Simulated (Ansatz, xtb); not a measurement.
**Two isomers of CH4BeOS**

We compare X, `[OH][Be][CH2]S`, a singlet, with Y, `[BeH][O]CS`, a singlet. Both are isolated molecules in the gas phase, relaxed with PBE0-D3(BJ)/def2-SVP; the shapes shown needn't be the lowest conformers.

X (Å):

```xyz
8

C    -0.2018   -0.0986    0.4793
Be   -1.0549   -1.5012    0.1443
O    -1.7843   -2.6769   -0.1227
S    -1.4989    1.2097    0.5060
H    -2.6056   -3.0106   -0.4713
H     0.4312   -0.0319    1.3776
H     0.4360    0.1796   -0.3772
H    -2.2146    0.7306    1.5475
```

Y (Å):

```csv
atom,x (Å),y (Å),z (Å)
C,-0.5796,1.2058,0.5333
Be,-0.9068,0.2812,-1.9529
O,-0.4776,1.0218,-0.8173
S,-1.3336,-0.1971,1.4284
H,-1.2555,-0.3791,-3.0559
H,-1.2371,2.0598,0.7733
H,0.4100,1.4105,0.9728
H,-0.2720,-1.0257,1.3195
```

Problem. Which of the two would you expect CCSD(T)/def2-TZVP electronic energies to favour?

Solution. Structure X; the calculation gives E(Y) − E(X) = +0.719 eV.

The same difference at several levels:

```csv
level,geometry,E(Y) − E(X) (eV),departure from the last row (eV),"job, with rough time for the two"
PBE0-D3(BJ)/def2-SVP,PBE0-D3(BJ)/def2-SVP,+0.734,+0.016,"optimisation, 70 s"
HF/def2-TZVP,PBE0-D3(BJ)/def2-SVP,+0.616,−0.103,part of the CCSD(T) run
MP2/def2-TZVP,PBE0-D3(BJ)/def2-SVP,+0.787,+0.068,part of the CCSD(T) run
CCSD(T)/def2-TZVP,PBE0-D3(BJ)/def2-SVP,+0.719,,"single point, 67 s"
```

As drawn, Y has 1 C–O, 1 Be–H in place of 1 C–Be, 1 O–H.

None of the levels shown reverses the order. The largest departure from CCSD(T)/def2-TZVP is that of HF/def2-TZVP, 0.103 eV. Levels run at GFN2-xTB geometries aren't shown.

With harmonic frequencies from PBE0-D3(BJ)/def2-SVP (ideal gas, rigid rotor, one conformer each, 298.15 K, 1 atm): the zero-point term adds −0.017 eV; ΔH is +0.681 and ΔG +0.714 eV.

The correlated steps freeze 7 core orbitals; the last core shell of Be is correlated, in a basis made for valence electrons. Codes used: Ansatz 0.2.0; the last row on 1 thread of Arm Neoverse V1 on a shared host.
